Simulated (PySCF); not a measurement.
(E)-1-chloro-1-fluoroprop-1-ene (C3H4ClF), SMILES C/C=C(\F)Cl.

Geometry: B3LYP-D3(BJ)/def2-SVP.

These are PySCF 2.14.0 with B3LYP-D3(BJ)/def2-SVP values and carry that method's errors.

Frequencies are harmonic and unscaled.

```csv
mode,ν (cm⁻¹),IR (km/mol),Raman (Å⁴/amu),depolarisation,moving atoms (share of kinetic energy)
1,141,0.0,0.1,0.75,H 95 %
2,209,0.8,0.3,0.75,"C 61 %, H 28 %, Cl 10 %"
3,229,1.6,0.5,0.75,"C 40 %, F 29 %, H 20 %, Cl 11 %"
4,381,3.9,3.5,0.56,"F 41 %, C 35 %, Cl 16 %"
5,465,2.9,4.6,0.32,"Cl 51 %, C 24 %, F 17 %"
6,560,0.3,5.5,0.75,C 85 %
7,767,21.7,5.0,0.13,"C 45 %, H 26 %, F 23 %"
8,824,18.0,5.6,0.75,"H 89 %, C 10 %"
9,998,62.1,1.3,0.72,"C 49 %, H 46 %"
10,1046,0.2,0.8,0.75,"H 66 %, C 34 %"
11,1062,88.3,5.5,0.17,"C 57 %, H 22 %, F 19 %"
12,1154,61.3,4.3,0.66,"C 55 %, H 40 %"
13,1326,54.8,3.6,0.36,"H 60 %, C 35 %"
14,1401,2.7,18.3,0.48,"H 74 %, C 26 %"
15,1459,7.9,16.0,0.75,H 96 %
16,1461,1.1,28.3,0.66,H 94 %
17,1760,99.2,31.4,0.18,C 95 %
18,3025,24.4,216.6,0.05,H 97 %
19,3085,12.9,120.6,0.75,"H 91 %, C 9 %"
20,3142,5.9,71.8,0.73,"H 91 %, C 9 %"
21,3204,3.7,56.1,0.23,"H 92 %, C 8 %"
```
